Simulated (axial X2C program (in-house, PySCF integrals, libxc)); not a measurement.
**SbCl⁻: from the spin-free to the two-component result**

Computed with an axial X2C code built on PySCF integrals. Spin-free means the one-electron spin-free X2C Hamiltonian; two-component (2c) means X2C with spin–orbit coupling and atomic mean-field two-electron Coulomb and Gaunt terms, so the difference of the two also holds small scalar two-electron terms. Basis: Sb dyall-acv3z [12s13p9d5f1g], Cl dyall-av3z [9s8p3d2f] (cores contracted in-house); Gaussian nuclei, density fitting, unrestricted open shells. Masses: Sb 120.904 u, Cl 34.969 u.

Spin-free state: M_S = 1/2, Λ = 1 (beyond evenly filled blocks: π+α, π+β, π-α); fragments Sb + Cl-.

```tsv
level	Re (Å)	ωe (cm⁻¹)	De (eV)	μ (D)
M06	2.496	277.0	1.499	-1.49
```

Dipoles are positive if Cl is the positive end and refer to the centre of mass.

(1) Within this multiplet, which Ω should lie lowest by the rule for regular and inverted multiplets?

Two-component determinant lowest at the distance of the search:

Ω = 3/2 (⟨Sz⟩ = 0.51, ⟨Lz⟩ = 0.99 at M06); fragments Sb + Cl-.

| level | Re (Å) | ωe (cm⁻¹) | De (eV) | μ (D) |
| --- | --- | --- | --- | --- |
| M06 | 2.518 | 258.1 | 1.525 | -1.79 |

(2) From the two tables, how do the constants change at the M06 level (2c against spin-free)?

The state is a single determinant with fixed occupations, the lowest that a limited PBE0 search found. Dissociation energies refer to the lowest single-determinant-based atoms at the same level and basis. Density functionals use the spin component along the axis (collinear). The functionals have no current-density term, which raises determinants with orbital currents, atoms included. The highest occupied level of some functionals is positive through self-interaction error; at Hartree–Fock it is bound.

Answers

(1) The open π shell holds three electrons, one hole, so the multiplet is inverted: Ω = Λ + 1/2 = 3/2. The PBE0 2c search agrees.

(2) At the M06 level Re goes up by 0.022 Å and ωe goes down by 18.9 cm⁻¹; De changes by 0.026 eV.
